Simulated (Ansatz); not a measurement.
C2H9AlOSi, charge -1, doublet, geometry from GFN2-xTB (such geometries of metal compounds can be far from the true shape) (a state made from the parent by changing its charge; the spin is typed, not shown lowest) (a gas-phase anion, which may not be bound at this level); REVPBE/STO-3G (Ansatz, a first-principles code).

Here is a job for Ansatz.
Ansatz 0.2 input:
```yaml
crystal:
  periodic: [false, false, false]
  atoms:
    - {symbol: Al, position_ang: [-0.34881118, 1.10957421, 0.02588643]}
    - {symbol: C, position_ang: [1.57507863, 1.93532482, 0.01894674]}
    - {symbol: H, position_ang: [2.31333395, 1.44510279, 0.66935395]}
    - {symbol: H, position_ang: [1.54088226, 2.98474538, 0.34283830]}
    - {symbol: H, position_ang: [2.02336401, 1.94741159, -0.98453090]}
    - {symbol: C, position_ang: [-0.91295206, 1.10326809, 2.04201371]}
    - {symbol: H, position_ang: [-1.89113415, 0.62875202, 2.20329754]}
    - {symbol: H, position_ang: [-1.01592447, 2.13232368, 2.41326227]}
    - {symbol: H, position_ang: [-0.22115536, 0.60292991, 2.73447405]}
    - {symbol: O, position_ang: [-0.22542362, -0.59625247, -0.52258112]}
    - {symbol: Si, position_ang: [-0.03155260, -2.12172623, -0.90871916]}
    - {symbol: H, position_ang: [-0.90794084, -3.00433504, -0.11069328]}
    - {symbol: H, position_ang: [1.35467161, -2.59695235, -0.73488805]}
    - {symbol: H, position_ang: [-0.38918583, -2.32181328, -2.33268279]}
basis:
  gaussian:
    orbitals: STO-3G
hamiltonian:
  xc: revpbe
total_charge: -1
magnetization: {spin_polarized: true, initial_magnetization: 1}
accuracy: high
```

### Question
What does Ansatz print? Leave out banner, timings and long lists.

### Answer

```
Functional definition: revPBE
878 factors; integrals over basis functions are off by at most 3.7e-9 eV
mean field evaluation 1: about -18507.8431 eV, gradient 1.8e1 eV
mean field evaluation 2: about -18507.3372 eV, gradient 2.1e1 eV
mean field evaluation 4: about -18510.0031 eV, gradient 1.3e0 eV
mean field evaluation 8: about -18509.8756 eV, gradient 2.7e-2 eV
mean field evaluation 16: about -18509.8756 eV, gradient 2.3e-6 eV
mean field -18509.87561049 eV, -680.2253822413 hartree, gradient 2.1e-8 eV, S^2 0.750855; 0 other end points of the search recorded, 0 dependent functions left out
reference -18509.87561433 eV, -680.2253823824 hartree; 29, 28 occupied and 13, 14 virtual orbitals, 878 factors
Total energy: -18509.87561433 eV, -680.2253823824 hartree
```
